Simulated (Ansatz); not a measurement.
System: C₂H₄N, charge 0, doublet. C2H4N (SMILES N(=[CH])C, doublet).
B3LYP-D3(BJ)/def2-TZVP minimum from Ansatz (a quantum-chemistry and plane-wave program):
```xyz
7

C      1.0759    -0.4011    -0.0139
N     -0.1232     0.3974     0.1557
C     -1.2726     0.1063    -0.1449
H      1.7804     0.1518    -0.6362
H      1.5399    -0.5489     0.9618
H      0.8639    -1.3706    -0.4709
H     -2.1415     0.7548     0.0087
```
Charge 0, spin multiplicity 2.

Total energies in aug-cc-pVDZ, 17 correlated electrons, 3 frozen orbitals. Radicals and triplets start from unrestricted determinants; spin-orbit coupling is neglected. Correlated methods leave the cores frozen. No relativity. The UHF reference of C2H4N ([CH]=NC, doublet) is spin-contaminated (<S^2> up to 0.07 over the pure value in the sets run).

| method | program | energy (Eh) | minus CCSDT(Q) (mEh) |
|---|---|---|---|
| HF | Ansatz | -132.44897 | 488.91 |
| MP2 | Ansatz | -132.88018 | 57.70 |
| CCSD | Ansatz | -132.91713 | 20.76 |
| CCSD(T) | Ansatz | -132.93536 | 2.52 |
| CCSDT(Q) | Ansatz | -132.93788 | 0.00 |

Rough core times of Ansatz's runs on a shared machine: CCSD(T) 30 s, CCSDT(Q) 60 min.
